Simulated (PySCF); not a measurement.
CBr₃, multiplicity 2. Atoms are numbered in the order given.

```xyz
4

Br    -1.6099    -0.9295    -0.0165
C      0.0000     0.0000     0.2885
Br     1.6099    -0.9295    -0.0165
Br     0.0000     1.8589    -0.0165
```
Charge 0, spin multiplicity 2.

Geometry: PBE-D3(BJ)/def2-SVP. The isomer is the one that the SMILES or the coordinates give; other isomers of the formula were not compared.

These are PySCF with ωB97X/def2-TZVP values and carry that method's errors.

ESP charges are fitted to the potential on shells at 1.4 to 2.0 van der Waals radii. Atomic charges (e):

```tsv
atom	Mulliken	ESP fit	meta-Löwdin	Mulliken spin
Br1	___	0.05	0.06	0.06
C2	___	-0.14	-0.18	0.81
Br3	___	0.05	0.06	0.06
Br4	___	0.05	0.06	0.06
```

Problem. Fill in the missing entries. (The exact figures need the calculation; the answer reports its results.)

Solution. 
- Br1, Mulliken: 0.06
- C2, Mulliken: -0.17
- Br3, Mulliken: 0.06
- Br4, Mulliken: 0.06

Computed Mayer and Wiberg (Löwdin basis) orders of the bonds:
```json
[
 {"bond": "Br1–C2", "Mayer": "1.20", "Wiberg": "1.80"},
 {"bond": "C2–Br3", "Mayer": "1.20", "Wiberg": "1.80"},
 {"bond": "C2–Br4", "Mayer": "1.20", "Wiberg": "1.80"}
]
```
